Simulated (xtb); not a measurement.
H2Cl2Si (SMILES Cl[SiH2]Cl), singlet, from a rough starting geometry.

Input for xtb:
```
$ xtb mol.xyz --gfn 2 --opt vtight --json

# file mol.xyz
5

Si     0.03178492    -0.10419922    -0.01855608
Cl     1.66946984     0.94250799     0.01848707
Cl    -1.64186169     1.10413576    -0.08541282
H     -0.05541625    -0.84659225     1.24414793
H     -0.01164117    -1.02517267    -1.21634392
```

Problem. What does this run give for the dipole moment, HOMO-LUMO gap, total energy at the end of the optimisation?

Solution. 
```yaml
dipole_moment: 1.63 D
HOMO-LUMO gap: 6.08 eV
total_energy_at_the_end_of_the_optimisation: -11.9424 Eh
```
